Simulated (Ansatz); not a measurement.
`C[B](F)[AlH2]` + `BNC` → `BN(C)B(C)F` + `[AlH3]` at 500 K and 1 bar (cleavage of the B–Al bond).

Calculated with Ansatz (gas phase, PBE0-D4/def2-TZVP geometries, no zero-point term in ΔE). CCSD(T)/CBS is the MP2 limit (def2-TZVPP, def2-QZVPP) plus CCSD(T) − MP2 in def2-TZVPP, frozen cores. This one scheme is used for every species. Each species was taken in one conformer, which may not be the lowest.

```csv
species,CCSD(T)/CBS energy (Eh),H − E (kJ/mol),S (J/(mol·K))
`C[B](F)[AlH2]`,-407.68475,189.2,403.7
`BNC`,-121.18426,231.8,309.7
`BN(C)B(C)F`,-285.13931,344.4,436.6
`[AlH3]`,-243.78045,68.7,232.2
```

H − E and S are ideal-gas, rigid-rotor, harmonic terms from PBE0-D4/def2-TZVP, for one conformer and one mirror image of each species. 1 Eh = 2625.50 kJ/mol, R = 8.31446 J/(mol·K).

By hand: ΔE, ΔH, ΔS and ΔG.

ΔE = (-285.13931) + (-243.78045) − (-407.68475) − (-121.18426) = -0.05075 Eh = -133.2 kJ/mol. Δ(H − E) = 344.4 + 68.7 − 189.2 − 231.8 = -7.9, so ΔH = -141.1 kJ/mol. ΔS = 436.6 + 232.2 − 403.7 − 309.7 = -44.6 J/(mol·K). ΔG = -141.1 − 500 × (-44.6)/1000 = -118.8 kJ/mol.

By hand: the equilibrium constant, and the temperature at which ΔG would vanish if ΔH and ΔS stayed fixed.

log₁₀ K = −ΔG/(RT ln 10) = 12.4. ΔG = 0 at ΔH/ΔS = 3164 K, far beyond where these terms or the molecules hold.

ΔH outweighs TΔS. A doubt of 5 kJ/mol in ΔE shifts log₁₀ K by 0.5 here. Other conformers and mirror images would add mixing entropy, several J/(mol·K) or more a flexible species. Modes under 60 cm⁻¹, often nearly free rotors, make the harmonic entropy too high. These are equilibria of isolated gas molecules and say nothing of rates. Largest T1 diagnostic: 0.013 (customary marks: 0.02 for closed shells, 0.045 for open ones).
